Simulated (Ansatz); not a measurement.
Computed with Ansatz on PBE0-D4/def2-TZVP structures; ΔE is electronic, products minus reactants. CBS: MP2 limit from def2 TZ/QZ plus the TZ coupled-cluster correction, frozen cores. This one scheme is used for every species, atoms too. DFT in def2-TZVPP. B3LYP here is the variant with VWN-RPA as its local correlation; programs differ in this. No spin–orbit coupling; open shells (•) take unrestricted orbitals. Spin–orbit coupling would lower the free atoms: a little for C, Cl; clearly for Ga. Bonds to Ga are less sure, by a few kJ/mol each and by 10 to 20 or more in all where they break to atoms, as the def2 sets lack core-valence functions. Scalar relativity is left out up to krypton. One conformer a species, not always the lowest.

Reaction (atomization): `NC[NH][GaH][Cl]` → C• + Cl• + Ga• + 6 H• + 2 N•

```tsv
level	ΔE (eV)	difference from CCSD(T)/CBS
PBE-D4	38.80	0.74
r2SCAN-D4	37.92	-0.14
PBE0-D4	38.02	-0.04
B3LYP-D4	37.93	-0.13
ωB97X-V	38.23	0.17
ωB97M-V	38.09	0.03
B2PLYP	37.52	-0.54
PBE	38.56	0.50
r2SCAN	37.86	-0.20
PBE0	37.82	-0.24
B3LYP	37.54	-0.52
HF/def2-TZVPP	26.02	-12.04
MP2/def2-TZVPP	37.53	-0.53
SCS-MP2/def2-TZVPP	37.49	-0.57
CCSD/def2-TZVPP	36.32	-1.74
CCSD(T)/def2-TZVPP	36.96	-1.10
HF/def2-QZVPP	26.09	-11.97
MP2/def2-QZVPP	38.19	0.13
SCS-MP2/def2-QZVPP	38.26	0.20
HF/CBS(def2)	26.10	-11.96
MP2/CBS(def2)	38.64	0.58
CCSD/CBS(def2)	37.42	-0.64
CCSD(T)/CBS	38.06	0
```

Largest T1 diagnostic among the species: 0.013.

From PBE to PBE0 (25 % exact exchange), in def2-TZVPP and without D4, ΔE moves by −0.74 eV: exact exchange takes away binding that semilocal exchange gives to molecules. In def2-TZVPP, CCSD(T) changes the Hartree–Fock value by +10.93 eV (the triples alone add +0.64 eV) and MP2 by +11.51 eV; breaking electron pairs costs correlation energy, which Hartree–Fock lacks.

For atomizations the MP2-based limit and the directly extrapolated one differ by several kJ/mol either way, and by 10 to 25 for some Ge, Se and Sn compounds, so smaller differences from it don't rank the levels.
